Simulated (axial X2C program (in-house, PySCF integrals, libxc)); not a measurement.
## Bond lengths and stretching modes, held linear, of SInS⁺

Calculated with an axial X2C code built on PySCF integrals: two-component X2C with atomic mean-field Coulomb and Gaunt terms, Gaussian nuclei, basis S dyall-av3z, In dyall-v3z with contracted cores. Spin-free rows use the one-electron spin-free X2C Hamiltonian.

Masses S 31.972, In 114.904, S 31.972 u. States: 2c Ω = 3 (beyond evenly filled blocks: 2 × ω = 3/2); spin-free M_S = 1, Λ = 2 (beyond evenly filled blocks: 2 × π+α, 2 × π+β, 2 × π-α).

MP2, 2c: energies above the lowest point

```tsv
r(S–In) (Å)	r(In–S) (Å)	E (meV)
2.2669	2.2669	45.84
2.2669	2.3250	23.64
2.2669	2.3831	51.44
2.3250	2.2669	23.64
2.3250	2.3250	0.00
2.3250	2.3831	26.23
2.3250	2.4413	91.72
2.3831	2.2669	51.44
2.3831	2.3250	26.23
2.3831	2.3831	50.79
2.4413	2.3250	91.72
2.4413	2.4413	176.31
```

Fit a quadratic surface with cubic terms in each bond: where is the minimum, and what are the two stretching wavenumbers?

At MP2, 2c: bonds 2.321 and 2.321 Å; harmonic stretches 350.7 and 452.3 cm⁻¹; force constants 2.4, 2.4 and coupling -0.08 mdyn/Å.

The other levels and Hamiltonians give:

```tsv
Hamiltonian	level	r(S–In) (Å)	r(In–S) (Å)	lower stretch (cm⁻¹)	upper stretch (cm⁻¹)
2c	PBE0	2.323	2.323	340.0	439.4
2c	HF	2.333	2.333	355.6	452.2
2c	B3LYP	2.349	2.349	322.8	420.2
spin-free	PBE0	2.324	2.324	339.7	439.3
spin-free	HF	2.333	2.333	355.6	452.3
spin-free	B3LYP	2.351	2.351	322.4	419.9
spin-free	MP2	2.322	2.322	350.5	452.2
```

Each state is one determinant, the lowest of a limited PBE0 search; the stretches come from a fit to these few points and carry an uncertainty of a few per cent. Other orders of the atoms were not compared. MP2 freezes inner shells (threshold -2 hartree). The molecule was held linear; bending was not examined, so a bent shape may lie lower. Open-shell Ω = 0 determinants with evenly filled partner blocks cannot be reached by this program, so the Ω shown need not be the lowest component. Note: functional without a current term on a determinant with orbital currents, of the molecule or an atom. Note: several unpaired electrons, one determinant need not be a pure state.
